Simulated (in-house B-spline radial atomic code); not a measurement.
Radial electron density of Mo III (Mo2+), [Kr] 4d4. Method: scalar-relativistic (X2C) TPSSh, spin-polarised, spherical fractional occupations, exact exchange averaged over the configuration, Fermi nucleus of rms radius 4.4091 fm. Calculated with a B-spline radial code for spherical atoms.

One-electron X2C: radii and densities carry no picture-change correction, so inner-shell <1/r> comes out high (for 1s by about 2 % at Z = 33, 5 % at 54, 10 % at 75, 30 % at 118) and <r> low.

Columns: r (bohr), 4πr²n(r) (electrons per bohr), bar.

```
  0.0013     1.78 #
 0.00159     2.48 ##
 0.00194    3.428 ##
 0.00237    4.719 ###
  0.0029    6.467 ####
 0.00354    8.752 ######
 0.00433    11.75 ########
  0.0053    15.58 ##########
 0.00647    20.23 ##############
 0.00791    25.81 #################
 0.00967    32.09 #####################
  0.0118    38.66 ##########################
  0.0144    44.91 ##############################
  0.0177    50.13 ##################################
  0.0216    52.99 ###################################
  0.0264    53.07 ####################################
  0.0322    50.58 ##################################
  0.0394    46.89 ###############################
  0.0482    44.66 ##############################
  0.0589     46.5 ###############################
   0.072    53.03 ####################################
   0.088     61.3 #########################################
   0.108    65.69 ############################################
   0.131    61.93 #########################################
   0.161    51.21 ##################################
   0.196    42.27 ############################
    0.24    41.64 ############################
   0.293    47.53 ################################
   0.359    49.81 #################################
   0.438    41.49 ############################
   0.536    26.65 ##################
   0.655     15.2 ##########
     0.8    11.38 ########
   0.978    11.59 ########
     1.2    10.68 #######
    1.46    7.747 #####
    1.79    4.369 ###
    2.18    2.079 #
    2.67   0.8192 #
    3.26   0.2725 
    3.99  0.07021 
    4.87  0.01284 
    5.96 0.001375
```

On this grid the curve has 4 maxima, near 0.0264, 0.108, 0.359, 0.978 bohr.

The 4p up radial function P(r) = rR(r), positive near the nucleus:

| r (bohr) | P |
| --- | --- |
| 0.00159 | 0.001228 |
| 0.00237 | 0.002457 |
| 0.00354 | 0.004965 |
| 0.0053 | 0.01007 |
| 0.00791 | 0.02016 |
| 0.0118 | 0.03957 |
| 0.0177 | 0.07569 |
| 0.0264 | 0.1356 |
| 0.0394 | 0.2217 |
| 0.0589 | 0.3119 |
| 0.088 | 0.332 |
| 0.131 | 0.1692 |
| 0.196 | -0.2069 |
| 0.293 | -0.5194 |
| 0.438 | -0.3004 |
| 0.655 | 0.4481 |
| 0.978 | 1.002 |
| 1.46 | 0.8226 |
| 2.18 | 0.3278 |
| 3.26 | 0.0556 |
| 4.87 | 0.003103 |
